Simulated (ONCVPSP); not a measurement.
**Cd (Z = 48): variants of one ONCV potential**

Base potential:

| Property | Result |
| --- | --- |
| Element | cadmium |
| Generator | ONCVPSP 4.0.1 |
| Type | optimised norm-conserving Vanderbilt (ONCV) |
| Functional | PBEsol |
| Relativity | scalar-relativistic |
| Frozen core | [Ar] 3d10 |
| Valence charge | 20 |
| Reference configuration | 4s2 4p6 4d10 5s1.5 5p0.5 |
| Partial waves | 4s+5s: rc 1.50 bohr, ncon 4, nbas 8, qcut 9.2 1/bohr, 3 projectors, debl 1.6 Ha; 4p+5p: rc 1.25 bohr, ncon 4, nbas 9, qcut 10.5 1/bohr, 3 projectors, debl 3.2 Ha; 4d: rc 1.35 bohr, ncon 4, nbas 8, qcut 10.9 1/bohr, 2 projectors, debl 4 Ha |
| Local potential | polynomial inside 1.20 bohr (lpopt 3, dvloc0 4 Ha) |
| Core correction | Teter function, fcfact 3.75, rcfact 1.25 |

Cutoffs, loose and tight: the cutoffs (Ha) at which the residual kinetic energy of the hardest occupied pseudo-wave falls to 1 and 0.1 mHa per electron. They do not see the model core or the augmentation charge, which bear on the density cutoff. Test errors are all-electron minus pseudo excitation energies from the reference, over the configurations 4s2 4p6 4d10 5s2 5p0; 4s2 4p6 4d10 5s1 5p0; 4s2 4p6 4d10 5s0 5p0; 4s2 4p5 4d10 5s2 5p0. A dash means not determined; rows that change the core or the reference have their own tests.

```tsv
change	outcome	cutoff, loose	cutoff, tight	bound ghosts	GHOST(+) flags above zero	largest test error (meV)
base	generated	39 Ha	47 Ha	none	none	-52
p: rc 1.42	generated	38 Ha	46 Ha	none	none	-69
functional PBE	generated	39 Ha	47 Ha	none	none	-53
d: rc 1.56	generated	39 Ha	47 Ha	none	none	-56
core correction Teter function, fcfact 4.7, rcfact 1.25	generated	39 Ha	47 Ha	none	none	-53
reference 4s2 4p6 4d10 5s2; wave 4p+5p: rc 1.25 bohr, ncon 4, nbas 9, qcut 10.5 1/bohr, 3 projectors, debl 3.2 Ha becomes 4p: rc 1.25 bohr, ncon 4, nbas 9, qcut 10.5 1/bohr, 3 projectors, debl 3.2 Ha	generated	39 Ha	47 Ha	none	none	-12
s: debl 4.15	generated	39 Ha	47 Ha	none	none	-52
p: qcut 12.1	generated	47 Ha	56 Ha	none	none	-45
d: nbas 9	generated	39 Ha	47 Ha	none	none	-53
local potential polynomial inside 1.20 bohr (lpopt 3, dvloc0 -1 Ha)	generated	39 Ha	47 Ha	none	s	-52
```

Problem. What comes out with this change to the base: d: qcut 12.1?

Solution. outcome: generated; cutoff, loose: 40 Ha; cutoff, tight: 49 Ha; bound ghosts: none; GHOST(+) flags above zero: none; largest test error (meV): -51.
